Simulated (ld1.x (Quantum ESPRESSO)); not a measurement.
**Which change was made? (Cd, TM)**

* Element: Cd
* Generator: ld1.x (Quantum ESPRESSO) 7.5
* Type: norm-conserving Troullier–Martins (Kleinman–Bylander form)
* Functional: PBE
* Relativity: fully relativistic
* Frozen core: [Ar] 3d10 4s2
* Valence charge: 18
* Reference configuration: 4p6 4d10 5s2 5p0
* Partial waves: 5s (bound): rc 1.85 bohr; 4p (bound): rc 0.95 bohr; 4d (bound): rc 1.20 bohr
* Local potential: all-electron potential smoothed inside 0.75 bohr (lloc = -1)
* Core correction: none

Open shells are filled in proportion to 2j + 1 (rel_dist='average').

Cutoffs, loose and tight: the cutoffs (Ry, on a coarse ladder) from which the occupation-weighted sum of valence levels, in a spherical-Bessel basis at the reference potential, stays within 10 and 1 mRy of its value at 400 Ry. They do not see the model core or the augmentation charge, which bear on the density cutoff. Test errors are all-electron minus pseudo excitation energies from the reference, over the configurations 4p6 4d10 5s1 5p0; 4p6 4d10 5s0 5p0; 4p6 4d9 5s0 5p0; 4p6 4d8 5s0 5p0; 4p6 4d10 5s1.5 5p0; 4p6 4d10 5s0 5p2; 4p6 4d9 5s2 5p0; variants that change the core or the reference have their own tests. The largest error is taken over the tests solved by every variant that gives reliable tests at all, those not shown here included: 4p6 4d10 5s0 5p0; 4p6 4d10 5s0 5p2; 4p6 4d10 5s1 5p0; 4p6 4d10 5s1.5 5p0; 4p6 4d8 5s0 5p0; 4p6 4d9 5s0 5p0.

The base gives: outcome: generated; cutoff, loose: 160 Ry; cutoff, tight: 230 Ry; bound ghosts: s; largest test error (meV): +139.

(1) After one change the result is: outcome: generated; cutoff, loose: 160 Ry; cutoff, tight: 230 Ry; bound ghosts: none; largest test error (meV): -459. Which change was it?
A. local potential all-electron potential smoothed inside 1.58 bohr (lloc = -1)
B. local potential all-electron potential smoothed inside 2.06 bohr (lloc = -1)
C. local potential all-electron potential smoothed inside 1.78 bohr (lloc = -1)

## Answers

(1) B. The others give: local potential all-electron potential smoothed inside 1.58 bohr (lloc = -1) → outcome: generated; cutoff, loose: 160 Ry; cutoff, tight: 230 Ry; bound ghosts: s; largest test error (meV): +93 | local potential all-electron potential smoothed inside 1.78 bohr (lloc = -1) → outcome: generated; cutoff, loose: 160 Ry; cutoff, tight: 230 Ry; bound ghosts: s; largest test error (meV): -164.
